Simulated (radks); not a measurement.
Er60+, 8 electrons, occupied as [He] 2s2 2p4. All-electron calculation, Dirac Kohn-Sham, PBE, spin-unpolarised, spherical densities, point nucleus; open shells are shared between the two j in proportion to 2j + 1. Program: a radial shooting solver on a logarithmic mesh with Libxc functionals.

Unscreened Slater integrals over Kohn-Sham orbitals (cm^-1). Large and small components are both included.

integral,value
"F0(2p3/2,2p3/2)",2627200
"F2(2p3/2,2p3/2)",1256300
"F0(2p3/2,2p1/2)",2748200
"G2(2p3/2,2p1/2)",1229500
"F0(2p3/2,2s1/2)",2472500
"G1(2p3/2,2s1/2)",1389800
"F0(2p3/2,1s1/2)",3559800
"G1(2p3/2,1s1/2)",638950
"F0(2p1/2,2p1/2)",2893800
"F0(2p1/2,2s1/2)",2571700
"G1(2p1/2,2s1/2)",1347700
"F0(2p1/2,1s1/2)",3985400
"G1(2p1/2,1s1/2)",710800
"F0(2s1/2,2s1/2)",2378200
"F0(2s1/2,1s1/2)",3410800
"G0(2s1/2,1s1/2)",396150
"F0(1s1/2,1s1/2)",1.0238e+07
